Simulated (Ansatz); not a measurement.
Reaction (ligand exchange at a Ge–C bond): `[SiH3]C#[C][GeH3]` + H₂S → `[SH][GeH3]` + `C#C[SiH3]`

Gas-phase electronic energies from Ansatz, PBE0-D4/def2-TZVP geometries. CCSD(T)/CBS adds triple-zeta CCSD(T) − MP2 to the extrapolated MP2 energy (def2 sets, frozen cores). This one scheme is used for every species. Functionals use def2-TZVPP. HSE06 is defined as in plane-wave codes. For Ge outer-core shells are correlated without core-valence functions, which leaves a few kJ/mol of doubt a bond. Scalar relativity is left out up to krypton.

```tsv
level	ΔE (kJ/mol)
PBE-D4	-28.2
HSE06-D4	-28.3
RPA@PBE/def2-TZVPP	-16.0
MP2/def2-SVP	-18.2
```

(1) What does CCSD(T)/CBS give? (An estimate is asked.)

Largest T1 diagnostic among the species: 0.013.

Answers

(1) Computed: -23.3 kJ/mol. The listed levels differ from it by -4.9, -5.0, 7.3, 5.1 kJ/mol.

At CCSD(T), def2-SVP lies +5.2 kJ/mol from the extrapolated value and def2-TZVPP +4.1 kJ/mol. Leaving LDA and LC-ωPBE aside and taking each functional with its dispersion term where it has one, the values, not all of them listed here, spread over 3.9 kJ/mol, from HSE06-D4 to CAM-B3LYP-D4.
